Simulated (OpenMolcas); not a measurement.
A ladder of methods for CH5BN2 (SMILES NC1BN1)

CH5BN2 has 9 atoms, charge 0, and is taken as a singlet. As SMILES, `NC1BN1`. Geometry: relaxed at PBE0-D4/def2-TZVP. This is one conformer, not always the lowest.

```xyz
9

N     0.1429    1.1944   -0.6406
C    -0.3642   -0.0772   -0.2223
B     0.5912   -1.1941    0.3032
N    -0.1305   -0.4699    1.1715
H     0.7840    1.1174   -1.4170
H    -0.5899    1.8426   -0.8924
H    -1.3664   -0.3172   -0.5827
H     1.4142   -2.0390    0.1947
H    -0.3928   -0.1032    2.0683
```

Quantity: the energy change with the N1–H6 bond stretched from 1.010 to 1.313 Å, in eV. The values are calculated.

```
                       level                   kind     program  value (eV)  less CCSD(T)/cc-pVDZ  CPU time (all runs)
   HF/cc-pVDZ (unrestricted)           Hartree–Fock  OpenMolcas        1.32                 +0.27                 17 s
  SVWN5/cc-pVDZ (restricted)                    LDA  OpenMolcas        0.96                 -0.09                 65 s
   BLYP/cc-pVDZ (restricted)                    GGA  OpenMolcas        0.92                 -0.13                 88 s
    PBE/cc-pVDZ (restricted)                    GGA  OpenMolcas        0.96                 -0.09                 97 s
 r2SCAN/cc-pVDZ (restricted)               meta-GGA  OpenMolcas        1.06                 +0.01              1.9 min
  B3LYP/cc-pVDZ (restricted)          global hybrid  OpenMolcas        1.04                 -0.01                 85 s
 B2PLYP/cc-pVDZ (restricted)          double hybrid  OpenMolcas        1.08                 +0.03                 68 s
    MP2/cc-pVDZ (restricted)    perturbation theory  OpenMolcas        1.11                 +0.06                 19 s
CCSD(T)/cc-pVDZ (restricted)  coupled cluster or CI  OpenMolcas        1.05                  0.00                 99 s
```

Differences are taken from CCSD(T)/cc-pVDZ (restricted) for orientation; it has basis-set and higher-order errors of its own. The first shape isn't each level's own minimum. The values span 0.92 to 1.32 eV. Times are those of the runs behind each value, whatever else they computed, on shared processors of several kinds: orders of magnitude only.
